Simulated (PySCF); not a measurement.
An unknown gives this computed stick spectrum. Theory: TDDFT CAM-B3LYP/def2-SVPD, vertical, gas phase, core orbitals frozen in the response (PySCF 2.14.0, density-fitted response routines). Geometries: GFN2-xTB, one conformer each.

```tsv
state	ν̃ (cm⁻¹)	f	main configurations (H = HOMO, L = LUMO)
S1	28230	0.0008	H→L (96%)
S2	51940	0.0017	H→L+1 (61%), H→L+2 (26%)
S3	56540	0.121	H→L+2 (43%), H→L+1 (26%), H→L+5 (22%)
S4	58080	0.058	H→L+4 (42%), H→L+3 (19%), H→L+2 (15%)
S5	59020	0.034	H→L+5 (58%), H→L+3 (13%), H→L+7 (8%)
S6	60900	0.0025	H-1→L (34%), H-3→L (18%), H-2→L (15%)
S7	61470	0.0051	H→L+4 (43%), H→L+3 (28%), H→L+7 (8%)
S8	63660	0.011	H→L+6 (76%)
```

Orbital energies (eV): HOMO-3 -11.49, HOMO-2 -11.22, HOMO-1 -11.13, HOMO -8.24, LUMO 0.00, LUMO+1 1.06, LUMO+2 1.45.

Problem. Which candidate is it? All have the formula C4H10OSi.
A. `O(C)[SiH]1CCC1`
B. `CCCC(=O)[SiH3]`
C. `C1C[SiH2]CCO1`

Solution. B. Its S1, at 3.50 eV, is the lowest among the candidates; the nearest of the others has S1 at 6.86 eV. S1 is HOMO→LUMO (96%). S1 has the pattern of n→π* at C=O. At the same level the other candidates give, for their lowest levels:
- `C1C[SiH2]CCO1`: 7.18 eV (f 0.006); 7.66 eV (f 0.000); 7.87 eV (f 0.007); 7.97 eV (f 0.012); 8.05 eV (f 0.023); T1 7.01 eV; HOMO -8.79, LUMO 1.28 eV
- `CO[SiH]1CCC1`: 6.86 eV (f 0.026); 7.29 eV (f 0.020); 7.43 eV (f 0.016); 7.54 eV (f 0.073); 7.74 eV (f 0.011); T1 6.44 eV; HOMO -8.81, LUMO 1.17 eV

Conformer computed: `[CH3:1][CH2:2][CH2:3][C:4](=[O:5])[SiH3:6]`: C1–C2–C3–C4 -176°, C2–C3–C4–O5 -122°.
Triplets come from the Tamm–Dancoff approximation.
